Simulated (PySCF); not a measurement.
**Removal energies of Bi(55+) from EOM-IP-GCCSD**

Reference: closed-shell Bi(55+), [Ar] 3d10; one electron is removed. Calculated with PySCF 2.14, two-component X2C-1e with screened spin-orbit coupling, an uncontracted even-tempered set (17 s from 5.5 bohr⁻², ratio 2.6; 15 p from 7.2 bohr⁻², ratio 2.6; 10 d from 7.2 bohr⁻², ratio 2.6; 5 f from 7.3 bohr⁻², ratio 2.8); frozen [Ar]; the 96 highest virtual spinors dropped; of the others 70 kept and the rest restored at second order. No Breit or QED terms. Binding energies in eV.

```json
{"level": "3d3/2", "Koopmans": "5724.6", "second order": "5723.9", "EOM-CCSD": "5724.0"}
{"level": "3d5/2", "Koopmans": "5605.8", "second order": "5605.3", "EOM-CCSD": "5605.4"}
```

For comparison, the ionisation energy of Bi(55+) is 5599 ± 5 eV (theoretical estimate listed by NIST; NIST Atomic Spectra Database, ionization energies).
